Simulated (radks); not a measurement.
Values are calculated unless marked as measured or tabulated.
Ionisation of the lanthanum ion La3+, [Xe], to La4+, [Kr] 4d10 5s2 5p5, under several functionals. Scalar-relativistic Kohn-Sham, spin-polarised, spherical densities, point nucleus; open shells are filled with parallel spins first (spin-orbit coupling, left out, can overturn this in heavy ions); a radial shooting solver on a logarithmic mesh with Libxc functionals.

| functional | E(La3+) (hartree) | Exc (hartree) | IE (eV) | -e(HOMO) (eV) | <r> HOMO (bohr) | IE error (eV) |
|---|---|---|---|---|---|---|
| exchange-only PBE | -8488.9781 | -199.4472 | 49.280 | 43.483 | 1.765 | -0.670 |
| XLYP | -8493.3550 | -203.8581 | 50.400 | 44.537 | 1.760 | +0.450 |
| revPBE | -8492.2426 | -202.7542 | 50.549 | 44.715 | 1.755 | +0.599 |

NIST Atomic Spectra Database: 50.0 eV (semi-empirical). Closest: XLYP. The Delta-SCF values span 1.27 eV, the total energies 4.38 hartree. The highest occupied level is 5p. Open shells are spherical and high-spin; term and fine-structure splittings are not resolved. Spin-orbit splitting is averaged out at the scalar-relativistic level.
